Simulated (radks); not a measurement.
Values are calculated unless marked as measured or tabulated.
Dipole-allowed excitations along the series with 29 electrons in [Ar] 3d10 4s1. Code: a radial shooting solver on a logarithmic mesh with Libxc functionals. Model: scalar-relativistic Kohn-Sham, LDA (Slater exchange, VWN5 correlation), spin-polarised, spherical densities, finite nucleus; open shells are filled with parallel spins first (spin-orbit coupling, left out, can overturn this in heavy ions); Fermi nuclear charge, rms radius of each element as measured or else 0.836 A^(1/3) + 0.57 fm. Time-dependent linear response with the Hartree and adiabatic LDA kernel, continuum included through the Sternheimer equations, no spin-orbit coupling, so fine structure and intercombination lines are absent. Lines are the poles of the dipole polarisability below minus the highest occupied eigenvalue, found on a grid refined at the orbital gaps; the lowest seven at most are given, and weak or close lines can be missed. The first line takes the name of the lowest orbital gap if no other gap lies below it; otherwise a line is named after a gap within 0.6 % of it, if that gap stands alone.

As4+: -e(HOMO) (eV) 58.184; lowest orbital gap (eV) 4s-4p 12.531; first line (eV) 13.431 (4s-4p); f 0.785; static alpha (bohr^3) 3.878
Se5+: -e(HOMO) (eV) 76.839; lowest orbital gap (eV) 4s-4p 14.546; first line (eV) 15.576 (4s-4p); f 0.774; static alpha (bohr^3) 2.809
Br6+: -e(HOMO) (eV) 97.456; lowest orbital gap (eV) 4s-4p 16.572; first line (eV) 17.726 (4s-4p); f 0.760; static alpha (bohr^3) 2.113
Kr7+: -e(HOMO) (eV) 120.00; lowest orbital gap (eV) 4s-4p 18.616; first line (eV) 19.890 (4s-4p); f 0.746; static alpha (bohr^3) 1.637
Rb8+: -e(HOMO) (eV) 144.43; lowest orbital gap (eV) 4s-4p 20.687; first line (eV) 22.078 (4s-4p); f 0.731; static alpha (bohr^3) 1.296
Sr9+: -e(HOMO) (eV) 170.75; lowest orbital gap (eV) 4s-4p 22.789; first line (eV) 24.296 (4s-4p); f 0.717; static alpha (bohr^3) 1.046
